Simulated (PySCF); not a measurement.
Si(Cl)(OH)(SH)2 (ClH₃OS₂Si), SMILES O[Si](S)(S)Cl. Atoms are numbered in the order given.

```xyz
8

O     -0.2348     0.2070     1.8985
Si    -0.0336     0.0305     0.2650
S      0.1727     1.8448    -0.8442
S      1.7243    -1.1458     0.0228
Cl    -1.7495    -0.8336    -0.5227
H     -1.0832     0.5653     2.1918
H      1.3207     2.1946    -0.2154
H      1.4997    -1.8576     1.1533
```
Charge 0, spin multiplicity 1.

The structure is a stationary point at B3LYP-D3(BJ)/def2-SVP. This is a generated structure with no PubChem entry under its InChIKey; it may be hypothetical. The values are those of a single conformer.

The numbers are results of PySCF 2.14.0 with TDDFT-PBE/def2-SVPD, not measurements.

Vertical excitations. 

```json
[
 {"state": "S1", "energy (eV)": "5.55", "λ (nm)": "223", "f": "0.015", "main pairs": "HOMO→LUMO 98 %"},
 {"state": "S2", "energy (eV)": "5.68", "λ (nm)": "218", "f": "0.015", "main pairs": "HOMO−1→LUMO 96 %"},
 {"state": "S3", "energy (eV)": "5.81", "λ (nm)": "213", "f": "0.007", "main pairs": "HOMO→LUMO+1 95 %"},
 {"state": "S4", "energy (eV)": "5.95", "λ (nm)": "208", "f": "0.015", "main pairs": "HOMO−1→LUMO+1 88 %"},
 {"state": "S5", "energy (eV)": "6.06", "λ (nm)": "204", "f": "0.006", "main pairs": "HOMO→LUMO+2 85 %"},
 {"state": "S6", "energy (eV)": "6.19", "λ (nm)": "200", "f": "0.008", "main pairs": "HOMO−1→LUMO+2 87 %"},
 {"state": "S7", "energy (eV)": "6.24", "λ (nm)": "199", "f": "0.015", "main pairs": "HOMO→LUMO+3 87 %"},
 {"state": "S8", "energy (eV)": "6.35", "λ (nm)": "195", "f": "0.005", "main pairs": "HOMO−1→LUMO+3 92 %"},
 {"state": "S9", "energy (eV)": "6.77", "λ (nm)": "183", "f": "0.013", "main pairs": "HOMO−2→LUMO 48 %, HOMO→LUMO+4 29 %, HOMO→LUMO+5 19 %"},
 {"state": "S10", "energy (eV)": "6.82", "λ (nm)": "182", "f": "0.025", "main pairs": "HOMO→LUMO+5 60 %, HOMO→LUMO+4 34 %"},
 {"state": "T1", "energy (eV)": "5.27", "λ (nm)": "235", "f": "0", "main pairs": "HOMO→LUMO 97 %"},
 {"state": "T2", "energy (eV)": "5.41", "λ (nm)": "229", "f": "0", "main pairs": "HOMO−1→LUMO 96 %"},
 {"state": "T3", "energy (eV)": "5.58", "λ (nm)": "222", "f": "0", "main pairs": "HOMO→LUMO+1 81 %"},
 {"state": "T4", "energy (eV)": "5.65", "λ (nm)": "220", "f": "0", "main pairs": "HOMO−1→LUMO+1 49 %, HOMO→LUMO+2 43 %"}
]
```
Triplets are in the Tamm–Dancoff approximation, which puts them higher than full response would, so one can lie above its singlet here.
